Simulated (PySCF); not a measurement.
BH3N, SMILES B[NH] (connectivity only; charge and spin as stated), charge -1, multiplicity 1.

Geometry optimised at PBE-D3(BJ)/def2-TZVPD. The multiplicity is an assumed one; other spin states were not compared. The isomer is the one that the SMILES or the coordinates give; other isomers of the formula were not compared.

All values below come from PySCF with PBE-D3(BJ)/def2-TZVPD.

Harmonic, unscaled wavenumbers; measured fundamentals usually lie a few per cent lower.

Computed vibrational spectrum:
```json
[
 {"mode": "1", "ν (cm⁻¹)": "789", "IR (km/mol)": "45.6", "moving atoms (share of kinetic energy)": "H 91 %"},
 {"mode": "2", "ν (cm⁻¹)": "876", "IR (km/mol)": "30.0", "moving atoms (share of kinetic energy)": "H 86 %, N 9 %"},
 {"mode": "3", "ν (cm⁻¹)": "895", "IR (km/mol)": "0.0", "moving atoms (share of kinetic energy)": "H 76 %, B 24 %"},
 {"mode": "4", "ν (cm⁻¹)": "1060", "IR (km/mol)": "52.3", "moving atoms (share of kinetic energy)": "H 69 %, N 16 %, B 15 %"},
 {"mode": "5", "ν (cm⁻¹)": "1121", "IR (km/mol)": "12.7", "moving atoms (share of kinetic energy)": "H 88 %, N 12 %"},
 {"mode": "6", "ν (cm⁻¹)": "1367", "IR (km/mol)": "118.5", "moving atoms (share of kinetic energy)": "B 56 %, N 32 %, H 12 %"},
 {"mode": "7", "ν (cm⁻¹)": "2154", "IR (km/mol)": "619.7", "moving atoms (share of kinetic energy)": "H 91 %, B 9 %"},
 {"mode": "8", "ν (cm⁻¹)": "2247", "IR (km/mol)": "411.4", "moving atoms (share of kinetic energy)": "H 93 %"},
 {"mode": "9", "ν (cm⁻¹)": "3298", "IR (km/mol)": "70.4", "moving atoms (share of kinetic energy)": "H 93 %"}
]
```
